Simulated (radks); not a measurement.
The neodymium ion Nd43+, 17 electrons, occupied as [Ne] 3s2 3p4.5 3d0.5 (fractional occupations, a model configuration). All-electron calculation, Dirac Kohn-Sham, PBE, spin-unpolarised, spherical densities, point nucleus; open shells fill j = l - 1/2 first. Program: a radial shooting solver on a logarithmic mesh with Libxc functionals. Some entries of the table are withheld. Estimate them.

orbital  occ.  eigenvalue (eV)  <r^2> (bohr^2)
1s1/2       2        -46024.38       0.0007595
2s1/2       2        -9578.869         0.01169
2p1/2       2              (1)        0.008526
2p3/2       4              (2)        0.009709
3s1/2       2        -3684.850             (3)
3p1/2       2              (4)         0.06195
3p3/2     2.5              (5)         0.06697
3d3/2     0.5        -3231.461             (6)
3d5/2       0        -3200.184             (7)

Answer. 
(1) 2p1/2 eigenvalue (eV): -9229.166
(2) 2p3/2 eigenvalue (eV): -8698.310
(3) 3s1/2 <r^2> (bohr^2): 0.06793
(4) 3p1/2 eigenvalue (eV): -3553.928
(5) 3p3/2 eigenvalue (eV): -3422.280
(6) 3d3/2 <r^2> (bohr^2): 0.05033
(7) 3d5/2 <r^2> (bohr^2): 0.05166
